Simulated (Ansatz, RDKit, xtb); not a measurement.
Noncovalent pair: H2S (SMILES S) (first 3 atoms) with CH2O2 (SMILES O=CO); geometry from B3LYP-D3(BJ)/def2-TZVP, rigid monomers moved along the line of their centres of mass till S1···H8 is 2.15 Å.
(charge 0, multiplicity 1):
```xyz
8

S      0.1716     0.5064    -0.4256
H      0.0905    -0.7136     0.1382
H     -1.1555     0.5707    -0.6241
O     -0.1863    -1.3389     2.2252
C     -0.2014    -0.4063     2.9846
O     -0.0856     0.8788     2.6487
H     -0.3153    -0.5013     4.0726
H      0.0163     0.9496     1.6725
```

Counterpoise-corrected where a basis set is named; no monomer relaxation. RDKit's UFF carries no charges.

Codes used: Ansatz (a program for electronic structure); RDKit for the force fields; xtb for the GFN methods. Each number belongs to the level named beside it.

Problem. One of these levels gives 1246.7 meV for the interaction energy. Name it.
A) GFN1-xTB
B) HF/aug-cc-pV(D+d)Z
C) UFF
D) MMFF94

Solution. C, UFF. The others give -87.9 (MMFF94), -425.4 (GFN1-xTB), 18.5 (HF/aug-cc-pV(D+d)Z)
